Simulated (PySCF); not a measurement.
diphosphane (H4P2), SMILES PP. Coordinates come from a TPSSh-D3(BJ)/def2-TZVP optimisation.

TDA-CAM-B3LYP/def2-TZVPD (PySCF) puts the lowest singlet excitations at 5.63, 5.67, 6.20, 6.27, 7.23, 7.46 eV.

Q: What are the lowest excitation roots from ADC(2)/aug-cc-pVDZ (PySCF 2.14.0)? (An estimate is asked for; the answer gives what the named calculation found.)

A: 5.53, 5.70, 6.29, 6.69, 6.91, 7.01 eV. S1 differs by -0.10 eV (second minus first; roots are paired by order, and the bases may differ).
